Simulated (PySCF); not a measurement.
**Telling isomers of CH$_{12}$O$_{2}$Si$_{5}$ apart by NMR**

[PySCF 2.14.0 with density-fitted response routines: GIAO PBE0/pcSseg-1 shieldings; GFN2-xTB geometry; gas phase; one computed conformer; fast rotation and ring inversion assumed for equivalent nuclei; non-relativistic]

Referencing at the same level of theory: ¹H and ¹³C vs TMS. Where no couplings were computed, multiplicities follow the n + 1 count of equivalent neighbours, and m marks all less simple cases (inequivalent or close neighbours, rings, F or P nearby). Shifts are as computed. Against solution values, carbons near 30 ppm lie about +3 ppm off and those near 130 ppm about +5 ppm. Of 1211 compounds with measured shifts, 218 miss one by over three times the rms of a fit or turn the order of signals round; such compounds aren't used in these exercises.

(1) Tabulate the signals of `CO[Si@H]1[SiH2][Si@@H](O[SiH3])[SiH2]1`, `O=C[Si]([SiH3])([SiH3])[SiH2]O[SiH3]` and their relative energies.

(2) What is the quickest way to tell CO[Si@H]1[SiH2][Si@@H](O[SiH3])[SiH2]1 from O=C[Si]([SiH3])([SiH3])[SiH2]O[SiH3]?

Results:

(1) 
```json
{"SMILES": "CO[Si@H]1[SiH2][Si@@H](O[SiH3])[SiH2]1", "carbon types": "1×CH3", "δC": "55.3", "δH": "6.63 (m, 1H), 6.39 (m, 1H), 5.08 (s, 3H), 4.79 (m, 2H), 3.93 (m, 2H), 3.79 (s, 3H)", "E rel. (kcal/mol)": "0.0"}
{"SMILES": "O=C[Si]([SiH3])([SiH3])[SiH2]O[SiH3]", "carbon types": "1×CH", "δC": "244.5", "δH": "12.31 (s, 1H), 6.00 (s, 2H), 5.00 (s, 3H), 3.80 (s, 6H)", "E rel. (kcal/mol)": "25.6"}
```

Energies are electronic energies at PBE0/pcSseg-1 on these geometries, without zero-point or thermal terms, each for the one conformer computed, which needn't be the lowest.

(2) Both give the same number of carbon signals, but DEPT or the intensities differ. The first has a methyl carbon bonded to O (CH3) at 55.3 ppm, the second a carbonyl carbon (CH) at 244.5 ppm. In the proton spectra the most deshielded non-exchanging signals are 6.63 (m, 1H) and 12.31 (s, 1H).
